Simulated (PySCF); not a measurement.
Si(H)(SiH3) (H₄Si₂), SMILES [SiH3][SiH] (connectivity only; charge and spin as stated), neutral, multiplicity 1. Heavy atoms are numbered as in [SiH:1][SiH3:3]. Hydrogens are named by the atom that carries them.

Geometry: ωB97X-D3(BJ)/def2-TZVP. The isomer is the one that the SMILES or the coordinates give; other isomers of the formula were not compared.

Calculation: HF/pcSseg-2 (PySCF).

GIAO shieldings, no solvent; atoms alike by connectivity are averaged. δ = σ(ref) − σ: ²⁹Si against TMS (σ = 383.2 ppm); ¹H against TMS (σ = 31.98 ppm), references at their B3LYP-D3(BJ)/def2-TZVP geometries, non-relativistic.

```
atoms       nucleus  count     δ (ppm)
----------  -------  -----  ----------
Si1 (SiH)      ²⁹Si      1      1131.9
Si3 (SiH3)     ²⁹Si      1       -85.2
H on Si1         ¹H      1  (withheld)
H on Si3         ¹H      3  (withheld)
```

Fill in the missing entries. (The exact figures need the calculation; the answer reports its results.)


- H on Si3, δ (ppm): 3.98
- H on Si1, δ (ppm): 20.32
